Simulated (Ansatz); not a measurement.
Calculated with Ansatz (gas phase, PBE0-D4/def2-TZVP geometries, no zero-point term in ΔE). CCSD(T)/CBS is the MP2 limit (def2-TZVPP, def2-QZVPP) plus CCSD(T) − MP2 in def2-TZVPP, frozen cores. This one scheme is used for every species. Functionals use def2-TZVPP. Each species was taken in one conformer, which may not be the lowest.

Reaction (cleavage of the B–Al bond): `[CH3][Al]([CH3])[BH][SiH3]` + `N[SiH3]` → `[SiH3]BN[SiH3]` + `[CH3][AlH][CH3]`

```json
{"level": "PBE-D4", "ΔE (kJ/mol)": "-152.2"}
{"level": "r2SCAN-D4", "ΔE (kJ/mol)": "-155.1"}
{"level": "PBE0-D4", "ΔE (kJ/mol)": "-153.0"}
{"level": "HF/def2-TZVPP", "ΔE (kJ/mol)": "-154.8"}
{"level": "MP2/def2-TZVPP", "ΔE (kJ/mol)": "-164.8"}
{"level": "SCS-MP2/def2-TZVPP", "ΔE (kJ/mol)": "-163.1"}
{"level": "HF/def2-QZVPP", "ΔE (kJ/mol)": "-154.9"}
{"level": "HF/CBS(def2)", "ΔE (kJ/mol)": "-154.9"}
```

Problem. What does CCSD(T)/CBS give? (An estimate is asked.)

Solution. Computed: -155.6 kJ/mol. The listed levels differ from it by 3.4, 0.5, 2.6, 0.8, -9.2, -7.5, 0.7, 0.7 kJ/mol.

Largest T1 diagnostic among the species: 0.014.

The D4 term adds −4.9 kJ/mol with B3LYP and −2.3 kJ/mol with PBE0; it sums over pairs of atoms, weighted by their polarisabilities, and B3LYP, whose exchange is more repulsive, gets the larger term.

B3LYP here is the variant with VWN-RPA as its local correlation; programs differ in this.
